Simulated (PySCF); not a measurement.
F3H3O3Si2, SMILES [Si](F)([Si](O)(O)O)(F)F. Atoms are numbered in the order given.

```xyz
11

Si     0.0000     0.0000     1.1337
F      1.4137     0.4740     1.7467
F     -1.1173     0.9873     1.7467
F     -0.2964    -1.4613     1.7467
Si     0.0000     0.0000    -1.1916
O      0.7727     1.3469    -1.7319
O     -1.5528    -0.0043    -1.7319
O      0.7801    -1.3426    -1.7319
H      1.7222     1.4179    -1.5952
H     -2.0891     0.7825    -1.5952
H      0.3669    -2.2005    -1.5952
```

Geometry: PBE0-D3(BJ)/def2-SVP. This is a generated structure with no PubChem entry under its InChIKey; it may be hypothetical. Other conformers were not sampled.

Two levels are set side by side: PBE/pcSseg-1 (PySCF) and PBE0/pcSseg-1 (PySCF). GIAO shifts against CFCl3 (¹⁹F), H2O (¹⁷O), TMS (²⁹Si), TMS (¹H) at the same level; non-relativistic, no solvent, atoms listed together averaged. Differences are taken from unrounded values.

```json
[
 {"quantity": "δ(²⁹Si) of Si1 (ppm)", "PBE0": "-55.1", "PBE": "-56.1", "PBE minus PBE0": "-1.1"},
 {"quantity": "δ(¹⁹F) of F2, F3, F4 (ppm)", "PBE0": "-136.0", "PBE": "-150.0", "PBE minus PBE0": "-13.9"},
 {"quantity": "δ(²⁹Si) of Si5 (ppm)", "PBE0": "-50.7", "PBE": "-53.2", "PBE minus PBE0": "-2.6"},
 {"quantity": "δ(¹⁷O) of O6, O7, O8 (ppm)", "PBE0": "69.7", "PBE": "79.9", "PBE minus PBE0": "10.2"},
 {"quantity": "δ(¹H) of H9, H10, H11 (ppm)", "PBE0": "2.56", "PBE": "2.50", "PBE minus PBE0": "-0.06"}
]
```

Rough cost on one machine, each run with all the roots and properties that it gave: PBE0 against PBE within a factor of 2.
